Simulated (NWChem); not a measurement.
Program: NWChem. System: C2H5FSi2, charge 0, spin multiplicity 1, at a geometry optimised with PBE/def2-SVP. The structure started from a generated list of species. Level: B3LYP/def2-TZVP, VWN1-RPA local correlation.

Output (cleaned and shortened):

```
             Northwest Computational Chemistry Package (NWChem) 7.3.0
             --------------------------------------------------------

                                NWChem Input Module
                                -------------------

 Scaling coordinates for geometry "geometry" by  1.889725989
 (inverse scale =  0.529177249)

                             Geometry "geometry" -> ""
                             -------------------------

 Output coordinates in angstroms (scale by  1.889725989 to convert to a.u.)

  No.       Tag          Charge          X              Y              Z
 ---- ---------------- ---------- -------------- -------------- --------------
    1 C                    6.0000     2.10102500     1.91323700     0.27009200
    2 C                    6.0000     1.35419300     1.00448300    -0.08811800
    3 Si                  14.0000     0.17437900    -0.31041400    -0.58234800
    4 F                    9.0000     0.79039500    -1.77488000    -0.15339800
    5 Si                  14.0000    -1.86824200     0.01000700     0.54213100
    6 H                    1.0000     2.76474500     2.71057400     0.58102200
    7 H                    1.0000     0.03257100    -0.30037800    -2.07709100
    8 H                    1.0000    -2.84838900    -1.06997900     0.17191000
    9 H                    1.0000    -1.64084200    -0.01292900     2.02831500
   10 H                    1.0000    -2.43887800     1.34602500     0.14761400

 Effective nuclear repulsion energy (a.u.)     250.1226486465

            Nuclear Dipole moment (a.u.)
            ----------------------------
        X                 Y               Z
 ---------------- ---------------- ----------------
    -0.0000226767     0.0000283459    -0.0000113384


 Summary of "ao basis" -> "" (spherical)
 ------------------------------------------------------------------------------
       Tag                 Description            Shells   Functions and Types
 ---------------- ------------------------------  ------  ---------------------
 *                         def2-tzvp                  on all atoms

                                 NWChem DFT Module
                                 -----------------

 Summary of "ao basis" -> "ao basis" (spherical)
 ------------------------------------------------------------------------------
       Tag                 Description            Shells   Functions and Types
 ---------------- ------------------------------  ------  ---------------------
 C                         def2-tzvp                11       31   5s3p2d1f
 Si                        def2-tzvp                13       37   5s5p2d1f
 F                         def2-tzvp                11       31   5s3p2d1f
 H                         def2-tzvp                 4        6   3s1p

 Summary of "ao basis" -> "ao basis" (spherical)
 ------------------------------------------------------------------------------
       Tag                 Description            Shells   Functions and Types
 ---------------- ------------------------------  ------  ---------------------
 C                         def2-tzvp                11       31   5s3p2d1f
 Si                        def2-tzvp                13       37   5s5p2d1f
 F                         def2-tzvp                11       31   5s3p2d1f
 H                         def2-tzvp                 4        6   3s1p

            General Information
            -------------------
          SCF calculation type: DFT
          Wavefunction type:  closed shell.
          No. of atoms     :    10
          No. of electrons :    54
           Alpha electrons :    27
            Beta electrons :    27
          Charge           :     0
          Spin multiplicity:     1
          Use of symmetry is: off; symmetry adaption is: off
          Maximum number of iterations: 100
          AO basis - number of functions:   197
                     number of shells:    79
          Convergence on energy requested:  1.00D-06
          Convergence on density requested:  1.00D-05
          Convergence on gradient requested:  5.00D-04

              XC Information
              --------------
                         B3LYP Method XC Potential
[...]
          CD Gaussian exp screening on grid/accCDfunc:  20
          XC Gaussian exp screening on grid/accXCfunc:  20
          Schwarz screening/accCoul:  1.00D-08

      Superposition of Atomic Density Guess
      -------------------------------------

 Sum of atomic energies:        -754.93060177

      Non-variational initial energy
      ------------------------------

 Total energy =    -756.494333
 1-e energy   =   -1541.228153
 2-e energy   =     534.611171
 HOMO         =      -0.365072
 LUMO         =      -0.306581

------------------------------------------------------------
EAF file 0: "./mol.aoints.0" size=524288 bytes
------------------------------------------------------------
               write      read    awrite     aread      wait
               -----      ----    ------     -----      ----
     calls:        1         0         0         0         0
   data(b): 5.24e+05  0.00e+00  0.00e+00  0.00e+00
   time(s): 0.00e+00  0.00e+00  0.00e+00  0.00e+00  0.00e+00
rate(mb/s): 0.00e+00  0.00e+00
------------------------------------------------------------

   convergence    iter        energy       DeltaE   RMS-Dens  Diis-err    time
 ---------------- ----- ----------------- --------- --------- ---------  ------
 d= 0,ls=0.0,diis     1   -755.4925245861 -1.01D+03  4.21D+01  1.03D+01    15.8
 d= 0,ls=0.0,diis     2   -757.7701339822 -2.28D+00  8.45D-03  3.34D+00    22.4
 d= 0,ls=0.0,diis     3   -757.9959508794 -2.26D-01  3.13D-03  2.32D+00    29.1
 d= 0,ls=0.0,diis     4   -758.1727046339 -1.77D-01  1.23D-03  7.22D-02    35.7
 d= 0,ls=0.0,diis     5   -758.1805115982 -7.81D-03  3.97D-04  1.11D-02    42.3
  Resetting Diis
 d= 0,ls=0.0,diis     6   -758.1808489461 -3.37D-04  1.77D-04  8.51D-03    49.3
 d= 0,ls=0.0,diis     7   -758.1819067876 -1.06D-03  6.83D-05  1.14D-04    56.2
 d= 0,ls=0.0,diis     8   -758.1818736284  3.32D-05  4.02D-05  4.44D-04    63.6
 d= 0,ls=0.0,diis     9   -758.1819172756 -4.36D-05  9.96D-06  1.40D-05    70.1
 d= 0,ls=0.0,diis    10   -758.1819188768 -1.60D-06  2.97D-06  1.24D-06    76.8
 d= 0,ls=0.0,diis    11   -758.1819190126 -1.36D-07  9.38D-07  4.02D-08    83.8

         Total DFT energy =     -758.181919012606
      One electron energy =    -1545.278404279099
           Coulomb energy =      601.988342020735
    Exchange-Corr. energy =      -65.014505400738
 Nuclear repulsion energy =      250.122648646496

 Numeric. integr. density =       54.000026051954

     Total iterative time =     82.2s

                       DFT Final Molecular Orbital Analysis
                       ------------------------------------

 Vector   25  Occ=2.000000D+00  E=-3.282260D-01
              MO Center=  4.3D-01,  5.7D-01,  1.6D-02, r^2= 4.4D+00
   Bfn.  Coefficient  Atom+Function         Bfn.  Coefficient  Atom+Function
  ----- ------------  ---------------      ----- ------------  ---------------
    39      0.185711   2 C  pz               77     -0.169734   3 Si px
   145      0.160648   5 Si px               42      0.151414   2 C  pz
     8      0.143058   1 C  pz                6     -0.130490   1 C  px
    79      0.129171   3 Si pz              105      0.116691   4 F  px
   147     -0.113379   5 Si pz               11      0.111036   1 C  pz

 Vector   26  Occ=2.000000D+00  E=-3.090857D-01
              MO Center=  1.6D+00,  1.4D+00,  6.1D-02, r^2= 1.8D+00
   Bfn.  Coefficient  Atom+Function         Bfn.  Coefficient  Atom+Function
  ----- ------------  ---------------      ----- ------------  ---------------
     7      0.197656   1 C  py               38      0.190551   2 C  py
    41      0.165618   2 C  py               39     -0.164342   2 C  pz
    37     -0.163119   2 C  px                8     -0.161968   1 C  pz
    10      0.160140   1 C  py                6     -0.157152   1 C  px
    42     -0.138953   2 C  pz               40     -0.136640   2 C  px

 Vector   27  Occ=2.000000D+00  E=-2.890390D-01
              MO Center=  4.2D-01,  6.4D-01, -4.5D-02, r^2= 5.0D+00
   Bfn.  Coefficient  Atom+Function         Bfn.  Coefficient  Atom+Function
  ----- ------------  ---------------      ----- ------------  ---------------
   145     -0.202309   5 Si px                8      0.194206   1 C  pz
    11      0.158071   1 C  pz               39      0.153899   2 C  pz
    77      0.139731   3 Si px               37     -0.135358   2 C  px
   176      0.134974   7 H  s                42      0.133841   2 C  pz
    79     -0.131517   3 Si pz                6     -0.129552   1 C  px

 Vector   28  Occ=0.000000D+00  E=-5.152049D-02
              MO Center=  5.8D-01,  5.1D-01, -1.8D-01, r^2= 5.1D+00
   Bfn.  Coefficient  Atom+Function         Bfn.  Coefficient  Atom+Function
  ----- ------------  ---------------      ----- ------------  ---------------
    81      0.477648   3 Si py               67      0.428244   3 Si s
    44      0.344011   2 C  py               12      0.284642   1 C  px
   135     -0.243125   5 Si s                 5     -0.229877   1 C  s
   194     -0.222839  10 H  s                78      0.212536   3 Si py
    13     -0.181630   1 C  py                7     -0.158061   1 C  py

 Vector   29  Occ=0.000000D+00  E=-2.766928D-02
              MO Center=  8.3D-01,  8.9D-01,  2.1D-02, r^2= 5.3D+00
   Bfn.  Coefficient  Atom+Function         Bfn.  Coefficient  Atom+Function
  ----- ------------  ---------------      ----- ------------  ---------------
    14      0.431926   1 C  pz               45     -0.372872   2 C  pz
   182     -0.339192   8 H  s               135      0.326202   5 Si s
   176     -0.313420   7 H  s                12     -0.268477   1 C  px
   150     -0.258921   5 Si pz                8      0.238591   1 C  pz
    36     -0.221630   2 C  s                43      0.222072   2 C  px

 Vector   30  Occ=0.000000D+00  E=-4.843269D-04
              MO Center= -8.6D-01,  3.2D-02, -6.8D-02, r^2= 6.0D+00
   Bfn.  Coefficient  Atom+Function         Bfn.  Coefficient  Atom+Function
  ----- ------------  ---------------      ----- ------------  ---------------
    36      1.059084   2 C  s               135     -0.918257   5 Si s
   148     -0.874210   5 Si px               80     -0.834150   3 Si px
   188      0.815672   9 H  s                 5     -0.640375   1 C  s
    67      0.484624   3 Si s               150     -0.403497   5 Si pz
   182     -0.341491   8 H  s                13      0.297300   1 C  py

 center of mass
 --------------
 x =   0.08952689 y =  -0.08027411 z =  -0.01812364

 moments of inertia (a.u.)
 ------------------
         560.198274912774        -155.010600750761         109.686061711084
        -155.010600750761         848.859211870090         -63.145836504089
         109.686061711084         -63.145836504089        1209.058356186609

     Multipole analysis of the density
     ---------------------------------

     L   x y z        total         alpha         beta         nuclear
     -   - - -        -----         -----         ----         -------
     0   0 0 0     -0.000000    -27.000000    -27.000000     54.000000

     1   1 0 0     -0.113560     -0.056768     -0.056768     -0.000023
     1   0 1 0      0.699791      0.349881      0.349881      0.000028
     1   0 0 1     -0.003501     -0.001745     -0.001745     -0.000011

     2   2 0 0    -32.149578   -224.625619   -224.625619    417.101660
     2   1 1 0      4.036593    -44.236412    -44.236412     92.509418
     2   1 0 1      1.054394     30.243438     30.243438    -59.432483
     2   0 2 0    -33.415275   -138.325954   -138.325954    243.236633
     2   0 1 1      1.100965    -16.972462    -16.972462     35.045889
     2   0 0 2    -33.808611    -49.714988    -49.714988     65.621366

 Task  times  cpu:       83.9s     wall:       83.9s

 Total times  cpu:       83.9s     wall:       83.9s
```

Write an NWChem input that would produce this output.

This is not unique; one that fits is 
```
start mol
memory heap 200 mb stack 800 mb global 1000 mb
geometry units angstroms nocenter noautoz noautosym
  C      2.101025     1.913237     0.270092
  C      1.354193     1.004483    -0.088118
  Si     0.174379    -0.310414    -0.582348
  F      0.790395    -1.774880    -0.153398
  Si    -1.868242     0.010007     0.542131
  H      2.764745     2.710574     0.581022
  H      0.032571    -0.300378    -2.077091
  H     -2.848389    -1.069979     0.171910
  H     -1.640842    -0.012929     2.028315
  H     -2.438878     1.346025     0.147614
end
basis spherical
  * library def2-tzvp
end
dft
  xc b3lyp
  semidirect memsize 60000000 filesize 0
  iterations 100
end
task dft energy
```
